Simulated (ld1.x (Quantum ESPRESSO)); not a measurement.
## zinc (Zn) TM: all-electron and pseudo phase curves

ld1.x (Quantum ESPRESSO) 7.5 input, shortened:

```
&input
   title='Zn', zed=30., rel=1, dft='BLYP', iswitch=3,
   config='[Ar] 3d10 4s1 4p0'
 /
 &inputp
   pseudotype=2, tm=.true., lloc=-1, rcloc=1.30,
   nlcc=.true., new_core_ps=.true., rcore=0.65
 /
3
4S  1  0   1.00   0.00  1.40  1.40  0.0
3P  2  1   6.00   0.00  0.70  0.70  0.0
3D  3  2  10.00   0.00  1.45  1.45  0.0
 &test
   configts(1)='3p6 3d10 4s1 4p0'
 /
```

The phase is arctan(r·u′/u) with u = r·R(r), unwrapped; energies in Ry, scanned from -9 to 5 Ry. A pole is an energy at which the radial function vanishes at the test radius. The pseudo phase is shifted by a multiple of π to meet the all-electron one at the reference energy, and phase errors are pseudo minus all-electron; the curves can meet again beyond the range given. Levels narrower than the energy grid can be missing from the lists of poles. n/a: not evaluated, since a narrow level or a reset projector energy made the automatic matching unsafe.

Question: For each channel, where are the poles, and over which energies does the pseudopotential scatter like the atom?

Answer:

```csv
channel,radius (bohr),reference energy (Ry),"poles, all-electron","poles, pseudo",unbroken range about the reference energy with phases within 0.05 rad,phase error 1 Ry above the reference energy (rad)
s,1.60,-1.04,none,none,n/a,n/a
p,1.60,-6.83,-6.58,-6.58,below 0.6,+0.001
d,1.60,-1.45,-0.81,-0.79,below 2.1,+0.007
```

Note: ghost state, extra bound levels that the all-electron valence spectrum of the same l lacks: s at -19.9 eV. A true bound ghost makes a file unfit for plane-wave use.

Phases in the p channel:

```
E (Ry)  all-electron  pseudo
 -9.00         1.302   1.302
 -8.52         1.276   1.277
 -8.04         1.233   1.234
 -7.56         1.123   1.124
 -7.08         0.112   0.112
 -6.60        -1.559  -1.559
 -6.12        -1.701  -1.701
 -5.64        -1.755  -1.754
 -5.16        -1.788  -1.786
 -4.68        -1.814  -1.812
 -4.20        -1.837  -1.835
 -3.72        -1.861  -1.858
 -3.24        -1.886  -1.883
 -2.76        -1.914  -1.910
 -2.28        -1.946  -1.941
 -1.80        -1.985  -1.977
 -1.32        -2.032  -2.022
 -0.84        -2.093  -2.078
 -0.36        -2.173  -2.151
  0.12        -2.282  -2.249
  0.60        -2.438  -2.386
  1.08        -2.665  -2.583
  1.56        -2.984  -2.862
  2.04        -3.365  -3.217
  2.52        -3.718  -3.580
  3.00        -3.982  -3.873
  3.48        -4.164  -4.082
  3.96        -4.290  -4.227
  4.44        -4.381  -4.330
  4.92        -4.448  -4.407
```
